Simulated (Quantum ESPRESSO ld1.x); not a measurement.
The numbers below are computed, except where a source is named.
All-electron atom: Zn2+ in [Ar] 3d10.

Code: ld1.x of Quantum ESPRESSO 7.5. Model: non-relativistic Kohn-Sham, PBE, spin-unpolarised, spherical densities, point nucleus.

Energy parts (eV):
total: -48386.3
kinetic: 48353.3
electron-nucleus: -115298.5
Hartree: 20474.3
exchange-correlation: -1915.4

Orbitals (lengths in bohr, moments of r in powers of bohr; r(max) is where P^2 peaks; r(90%) holds 90 % of the orbital's charge):
| orbital | occ. | eigenvalue (eV) | <r> | r(90%) | <1/r> | r(max) |
|---|---|---|---|---|---|---|
| 1s | 2 | -9425.97 | 0.05111 | 0.0910 | 29.51 | 0.03371 |
| 2s | 2 | -1152.50 | 0.2298 | 0.355 | 6.435 | 0.1925 |
| 2p | 6 | -1018.21 | 0.1997 | 0.326 | 6.401 | 0.1535 |
| 3s | 2 | -145.712 | 0.6923 | 1.04 | 2.045 | 0.5972 |
| 3p | 6 | -103.072 | 0.7186 | 1.11 | 1.915 | 0.5965 |
| 3d | 10 | -31.0811 | 0.8760 | 1.53 | 1.536 | 0.5657 |

The highest occupied level is 3d at -31.081 eV. Virial ratio -V/T = 2.00068.
